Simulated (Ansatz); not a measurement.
Program: Ansatz. Geometries: PBE0-D4/def2-TZVP. ΔE: electronic, gas phase. CCSD(T)/CBS adds triple-zeta CCSD(T) − MP2 to the extrapolated MP2 energy (def2 sets, frozen cores). This one scheme is used for every species. Functionals use def2-TZVPP. For Ge outer-core shells are correlated without core-valence functions, which leaves a few kJ/mol of doubt a bond. Scalar relativity is left out up to krypton.

Reaction (ligand exchange at a Ge–C bond): `[CH3][Ge][F]` + H–F → `[F][Ge][F]` + CH₄

```json
{"level": "CAM-B3LYP-D4", "ΔE (eV)": "-1.70"}
{"level": "ωB97X-V", "ΔE (eV)": "-1.66"}
{"level": "LC-ωPBE", "ΔE (eV)": "-1.63"}
{"level": "MP2/def2-TZVPP", "ΔE (eV)": "-1.54"}
```

**Question.** What does CCSD(T)/CBS give? (Best estimate.)

**Answer.** Computed: -1.51 eV. The listed levels differ from it by -0.19, -0.15, -0.12, -0.03 eV.

**Question.** What do rigid-rotor, harmonic-oscillator terms from PBE0-D4/def2-TZVP frequencies (298.15 K, 1 bar) make of the CCSD(T)/CBS value? (Estimate.)

**Answer.** Ansatz gave: ΔZPE = +0.06 eV, ΔH = -1.47 eV, ΔS = -17 J/(mol·K), ΔG = -1.42 eV.

Largest T1 diagnostic among the species: 0.015.

From PBE to PBE0 (25 % exact exchange), in def2-TZVPP and without D4, ΔE moves by +0.07 eV. In def2-TZVPP, CCSD(T) changes the Hartree–Fock value by +0.15 eV (the triples alone add −0.00 eV) and MP2 by +0.14 eV.
